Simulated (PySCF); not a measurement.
Si(H)(Br)(Me)2 (C₂H₇BrSi), SMILES Br[SiH](C)C. Atoms are numbered in the order given.

```xyz
11

Si     0.9135    -0.4292     0.0000
C      1.6692     0.2837     1.5533
C      1.6692     0.2837    -1.5533
Br    -1.2801     0.0553     0.0000
H      1.0115    -1.9186     0.0000
H      2.7442     0.0446     1.5970
H      1.1859    -0.1291     2.4511
H      1.5555     1.3782     1.5725
H      1.1859    -0.1291    -2.4511
H      2.7442     0.0446    -1.5970
H      1.5555     1.3782    -1.5725
```

Geometry optimised at PBE0-D3(BJ)/def2-SVP.

Two levels are set side by side: PBE/pcSseg-1 (PySCF) and HF/pcSseg-1 (PySCF). GIAO shifts against TMS (²⁹Si), TMS (¹H), TMS (¹³C) at the same level; non-relativistic, no solvent, atoms listed together averaged. Without spin–orbit terms, shifts of atoms bonded to Cl or Br come out too high at both levels. Differences are taken from unrounded values.

| quantity | HF |
|---|---|
| δ(²⁹Si) of Si1 (ppm) | 14.9 |
| δ(¹³C) of C2, C3 (ppm) | 5.0 |
| δ(¹H) of H5 (ppm) | 5.09 |

Q: What does PBE give, and how far is it from HF? (Estimate from the structure and the level; the computed values follow.)

A: 
```tsv
quantity	PBE	PBE minus HF
δ(²⁹Si) of Si1 (ppm)	24.0	9.0
δ(¹³C) of C2, C3 (ppm)	6.2	1.2
δ(¹H) of H5 (ppm)	5.77	0.69
```

Rough cost on one machine, each run with all the roots and properties that it gave: HF against PBE within a factor of 2.
